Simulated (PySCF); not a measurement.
hydrogen bromide, BrH, SMILES Br, point group C∞v.

Level: PBE0/pcSseg-2 in PySCF (density fitting, grid level 2); geometry and Hessian at that level, cubic constants and property derivatives from steps of ±0.6 along each species' dimensionless normal coordinates, second-order vibrational perturbation theory. The parent has the commonest isotopes.

Equilibrium geometry (Å):

```json
{"atom": "Br1", "x": "0.7155", "y": "-0.0108", "z": "-0.0123"}
{"atom": "H2", "x": "-0.7045", "y": "0.0159", "z": "-0.0443"}
```

(1) How much do zero-point and thermal motion change the parent's shieldings?

(2) And the bond lengths, in the parent and with ²H at 2?

Spin–orbit effects of the heavy atoms on shieldings are missing.

The study (26 SCF points, 77 basis functions) took 26 s on 1 thread of Arm Neoverse V2, on a host shared with other jobs (rough), peak memory 0.34 GiB, launched as `OMP_NUM_THREADS=1 python ens_run.py task.json out`.

Answers

(1) 
```
atom  σe (ppm)  anharmonic part, 0 K  harmonic part, 0 K  Δσ at 0 K  Δσ at 100 K  Δσ at 400 K
 Br1   2594.79                -28.51              -14.38     -42.89       -43.72       -46.20
  H2     30.90                 -0.42                0.19      -0.23        -0.24        -0.28
```

(2) 
| bond | re (Å) | ⟨r⟩ at 0 K | between mean positions | ⟨r⟩, labelled |
| --- | --- | --- | --- | --- |
| Br1–H2 | 1.4206 | 1.4367 | 1.4367 | 1.4321 |
